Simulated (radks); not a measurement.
The numbers below are computed, except where a source is named.
Question: All-electron atom: Pr+ in [Xe] 4f4 (not the ground configuration). Code: a radial shooting solver on a logarithmic mesh with Libxc functionals. Model: scalar-relativistic Kohn-Sham, SCAN, spin-polarised, spherical densities, finite nucleus; open shells are filled with parallel spins first (spin-orbit coupling, left out, can overturn this in heavy ions); meta-GGA in the generalised Kohn-Sham scheme; Fermi nuclear charge, rms radius 4.8919 fm. Some entries of the table are withheld. Estimate them.

orbital,occ.,eigenvalue (hartree),<1/r> (bohr^-1),r(max) (bohr)
1s up,1,-1539.041,64.68,0.01541
1s down,1,-1539.041,64.68,0.01541
2s up,1,-248.3242,14.95,0.08715
2s down,1,-248.3236,14.95,0.08715
2p up,3,-222.0459,14.11,0.07029
2p down,3,-222.0456,14.11,0.07029
3s up,1,-53.87033,5.446,0.2486
3s down,1,-53.83394,5.449,0.2486
3p up,3,-45.48237,5.143,0.2436
3p down,3,-45.44493,5.147,0.2435
3d up,5,-33.72925,4.872,0.2008
3d down,5,-33.69858,4.875,0.2007
4s up,1,-10.84839,2.258,0.5797
4s down,1,-10.74574,2.259,0.5792
4p up,3,-8.09859,2.081,0.6051
4p down,3,-7.99198,2.082,0.6046
4d up,5,-4.16386,1.811,0.6368
4d down,5,-4.04866,1.813,0.6362
5s up,1,-1.54959,0.8686,1.352
5s down,1,-1.50072,0.8470,1.376
5p up,3,-0.90428,0.7240,(1)
5p down,3,-0.86543,0.7115,(2)
4f up,4,-0.10636,1.075,0.7029

Answer: 
(1) 5p up r(max) (bohr): 1.555
(2) 5p down r(max) (bohr): 1.565
